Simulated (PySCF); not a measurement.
Al(Me)2(OSiH3) (C2H9AlOSi), SMILES [CH3][Al]([CH3])[O][SiH3]. Atoms are numbered in the order given.

```xyz
14

Al     0.1469     0.8138     0.5200
C      1.6142     1.9856    -0.0036
H      2.5864     1.4966     0.1810
H      1.6157     2.9408     0.5446
H      1.5811     2.2115    -1.0825
C     -1.0517     1.1532     2.0194
H     -1.7645     0.3321     2.1908
H     -1.6351     2.0753     1.8521
H     -0.4852     1.3133     2.9527
O     -0.0887    -0.6046    -0.4054
Si    -0.3652    -1.9776    -1.2602
H     -1.6022    -2.6683    -0.7775
H      0.7842    -2.9246    -1.1173
H     -0.5426    -1.6660    -2.7128
```

Geometry optimised at PBE0-D3(BJ)/def2-SVP. The isomer is the one that the SMILES or the coordinates give; other isomers of the formula were not compared. The values are those of a single conformer.

All values below come from r2SCAN/def2-TZVP (PySCF).

ESP charges are fitted to the potential on shells at 1.4 to 2.0 van der Waals radii. Atomic charges (e):

| atom | Mulliken | ESP fit | meta-Löwdin |
|---|---|---|---|
| Al1 | 0.65 | (withheld) | 1.03 |
| C2 | -0.59 | (withheld) | -0.68 |
| H3 | 0.13 | 0.21 | 0.13 |
| H4 | 0.13 | 0.20 | 0.13 |
| H5 | 0.13 | 0.21 | 0.13 |
| C6 | -0.58 | (withheld) | -0.68 |
| H7 | 0.13 | 0.19 | 0.13 |
| H8 | 0.13 | 0.18 | 0.13 |
| H9 | 0.13 | 0.18 | 0.13 |
| O10 | -0.38 | -0.55 | -0.85 |
| Si11 | 0.32 | (withheld) | 0.76 |
| H12 | -0.06 | -0.08 | -0.13 |
| H13 | -0.06 | -0.07 | -0.12 |
| H14 | -0.06 | -0.07 | -0.12 |

Q: Some entries are withheld; supply them. (The exact figures need the calculation; the answer reports its results.)

A: 
- Al1, ESP fit: 1.18
- C2, ESP fit: -1.00
- C6, ESP fit: -0.91
- Si11, ESP fit: 0.32
